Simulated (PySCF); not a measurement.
## Interval between two levels of P(3+) by level of theory

P(3+) [Ne] 3s2 → P(3+) [Ne] 3p2 [3P2, M_J = 2], as a difference of total energies. Computed with PySCF 2.14 in x2c-TZVPall-2c (5s6p2d1f, 40 functions), with the two-component X2C-1e Hamiltonian. Correlated levels: [Ne] frozen; the 6 highest virtual spinors dropped. "Screened" scales the spin-orbit matrix elements by Boettger's factors to mimic the two-electron term; Breit and QED terms are absent.

| method | interval between two levels (cm⁻¹) |
| --- | --- |
| GHF (spin-free) | 156360 |
| GMP2 (spin-free) | 162400 |
| GHF (screened spin-orbit) | 156590 |
| GMP2 (screened spin-orbit) | 162620 |

The labels give the starting determinants; with spin-orbit coupling the two ends relaxed to ⟨J²⟩ = 0.00, ⟨L²⟩ = 0.00, ⟨S²⟩ = 0.00 and ⟨J²⟩ = 6.00, ⟨L²⟩ = 2.00, ⟨S²⟩ = 2.00.
